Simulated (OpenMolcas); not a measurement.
Pm: effect of the active space

| Quantity | Value |
| --- | --- |
| Program | OpenMolcas 26.06 |
| Method | CASSCF or its RAS form |
| Basis | ANO-RCC-VTZP |
| Scalar Hamiltonian | DKH2, point nucleus |
| Spin-orbit coupling | state interaction with AMFI integrals over the reference wave functions, term energies averaged over their components |

A. 5 electrons in 7 orbitals (4f); 2S+1 = 6 odd, 21 roots; 2S+1 = 4 odd, 224 roots (128 in the spin-orbit step); 2S+1 = 2 odd, 130 roots kept (CI in the orbitals of an earlier block); cost roughly 4 core-minutes
B. 5 electrons in 12 orbitals (RAS2 4f; RAS3 5d, at most 1 electron); 2S+1 = 6 odd, 21 roots (18 in the spin-orbit step); 2S+1 = 4 odd, 99 roots kept (CI in the orbitals of an earlier block, 48 in the spin-orbit step); 2S+1 = 2 odd, 17 roots kept (CI in the orbitals of an earlier block, 0 in the spin-orbit step); 2S+1 = 6 even, 175 roots (105 in the spin-orbit step); 2S+1 = 4 even, 96 roots kept (CI in the orbitals of an earlier block); 2S+1 = 2 even, 106 roots kept (CI in the orbitals of an earlier block, 30 in the spin-orbit step); cost roughly 4 core-minutes

Energies in cm⁻¹ above 4f⁵ 6s² ⁶H°_5/2, the measured ground level; measured values from NIST Handbook of Basic Atomic Spectroscopic Data.

| Level | A | B | Measured |
| --- | --- | --- | --- |
| 4f⁵ 6s² ⁶H°_5/2 | 0.0 | 0.0 | 0.0 |
| 4f⁵ 6s² ⁶H°_7/2 | 834 | 830 | 804 |
| 4f⁵ 6s² ⁶H°_9/2 | 1833 | 1836 | 1749 |
| 4f⁵ 6s² ⁶H°_11/2 | 2961 | 2970 | 2797 |
| 4f⁵ 6s² ⁶H°_13/2 | 4184 | 4182 | 3919 |
| 4f⁵ 6s² ⁶H°_15/2 | 5477 | 5422 | 5090 |
| 4f⁵ 6s² ⁶F°_1/2 | 7044 | 7401 |  |
| 4f⁵ 6s² ⁶F°_3/2 | 7276 | 7569 |  |
| 4f⁵ 6s² ⁶F°_5/2 | 7721 | 7926 |  |
| 4f⁵ 6s² ⁶F°_7/2 | 8437 | 8550 |  |
| 4f⁵ 6s² ⁶F°_9/2 | 9415 | 9512 |  |
| 4f⁵ 6s² ⁶F°_11/2 | 10601 | 10863 |  |

B puts 4f⁴ 5d 6s² ⁶L_11/2 lowest.

Deviations, from unrounded energies. A percentage is the sum of absolute deviations over the sum of measured energies, with the sign that they share, or ± where signs differ.

```csv
Against measurement,Levels,A,B
mean absolute deviation (cm-1),5,190,180
fine structure of the ground term (%),5,+6.5,+6.1
```

A, B lie about equally close to measurement. The largest miss of B in the table is 4f⁵ 6s² ⁶H°_15/2, by +330 cm-1. The ranking rests on the paired levels alone, and a cruder setting can come out closer through cancelling errors.

The spin-orbit steps hold different terms of 4f⁵ 6s² (B lacks among others ²D°, ²F°, ²G°, ²H°, ²K°), which shifts levels as well.

Between A and B the level of the table that moves most is 4f⁵ 6s² ⁶F°_1/2, by 360 cm-1 (lowest in A, highest in B).

High states are left out of the spin-orbit mixing, which shifts the levels that they would mix with. Without dynamic correlation excited terms often stand tens of per cent too high (terms of higher spin than the ground term too low), and those without a measured partner can miss by more than the paired ones. With the s shell closed, the reference lacks s² → p² mixing (holds for A). The lowest computed level is not the ground level that NIST lists (6H*5/2) (holds for B). Computed and measured levels are paired by configuration, term and J; levels that our copy of the source lacks, or whose pairing is in doubt (as where it misses far off the trend of its configuration), stay unpaired and out of the deviations. Levels of configurations outside the active space are missing. Levels that lie high or do not pair safely by name in every column are left out.

° marks odd parity.
